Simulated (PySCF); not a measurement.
**MoOBr + HBr → HMoO + Br₂**

Level: PBE0 in the def2-TZVP basis family, computed in PySCF with density fitting; scalar-relativistic core potentials for atoms from Rb on, none lighter, no spin–orbit coupling; open shells unrestricted.

```json
{"species": "MoOBr", "state and structure": "quartet, Cs, Mo–Br 2.430 Å, Mo–O 1.664 Å; Br–Mo–O 136.2°", "E (Eh)": "-2717.27609", "ZPE (kJ/mol)": "8.7", "H(298 K) − H(0) (kJ/mol)": "12.9", "S° (J/(mol K))": "313.3"}
{"species": "HBr", "state and structure": "singlet, C∞v, H–Br 1.421 Å", "E (Eh)": "-2574.45811", "ZPE (kJ/mol)": "16.0", "H(298 K) − H(0) (kJ/mol)": "8.7", "S° (J/(mol K))": "198.5"}
{"species": "HMoO", "state and structure": "quartet, Cs, Mo–H 1.736 Å, Mo–O 1.664 Å; H–Mo–O 119.1°", "E (Eh)": "-143.92045", "ZPE (kJ/mol)": "20.4", "H(298 K) − H(0) (kJ/mol)": "10.5", "S° (J/(mol K))": "264.6"}
{"species": "Br₂", "state and structure": "singlet, D∞h, Br–Br 2.281 Å", "E (Eh)": "-5147.70672", "ZPE (kJ/mol)": "2.0", "H(298 K) − H(0) (kJ/mol)": "9.7", "S° (J/(mol K))": "244.8"}
```

What is the electronic reaction energy?

At PBE0/def2-TZVP, ΔE = 281.0 kJ/mol from the differences of the total energies times 2625.5, uphill. 

Add zero-point, thermal and entropy terms for 298.15 K and 1 bar.

ΔZPE = -2.3 and Δ[H(298) − H(0)] = -1.4 kJ/mol give ΔH° = 277.3 kJ/mol. ΔS° = -2.4 J/(mol K), so ΔG° = 277.3 − 298.15 × (-0.0024) = 278 kJ/mol.

Open d or f shells are single determinants, so the state found may not be the ground state. Each species is the lowest minimum found with this bonding; other isomers or fragments can lie lower.
